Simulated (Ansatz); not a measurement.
The same path of ClFHNSi (5 atoms, charge 0, multiplicity 1) was run 3 times with different band settings. The coordinate that changes most is the angle H5–N1–Si2.

These are results of RKS LDA/cc-pVDZ in Ansatz, not measurements.

Relaxed end points:

```xyz
5
Properties=species:S:1:pos:R:3
N -0.127 1.292 -0.144
Si -0.053 -0.305 0.003
F 1.103 -1.343 0.501
Cl -1.651 -1.453 -0.488
H 0.728 1.809 0.127
```

```xyz
5
Properties=species:S:1:pos:R:3
N 0.666 1.159 0.153
Si 0.060 -0.325 0.046
F 0.982 -1.586 0.476
Cl -1.721 -1.156 -0.535
H 0.013 1.908 -0.140
```

Common settings: climbing image yes; spring 5.0 eV/Å²; optimiser quadratic models (default); start path IDPP; iteration limit 60; end points relaxed.

| run | movable images | force threshold |
| --- | --- | --- |
| 1 | 9 | 0.05 eV/Å |
| 2 | 2 | 0.05 eV/Å |
| 3 | 9 | 0.5 eV/Å |

(1) What does each run give, and how far can it be trusted?

Results:

(1) Run 1: converged after 8 iterations, highest image 0.314 eV above the first end. A vibrational analysis at the climbing image gives 2 clearly imaginary modes (530i, 66i cm⁻¹): a point of higher order, so a lower path passes nearby.
Run 2: converged after 10 iterations, highest image 0.314 eV above the first end. Another band between the same ends (9 images) ends at a top of the same energy, where a vibrational analysis finds 2 clearly imaginary modes. So few images can step over the top or miss a turn of the path.
Run 3: converged after 2 iterations, highest image 0.324 eV above the first end. The threshold of 0.5 eV/Å is loose, so the images may lie well off the minimum-energy path. The order of the stationary point at the top wasn't checked.
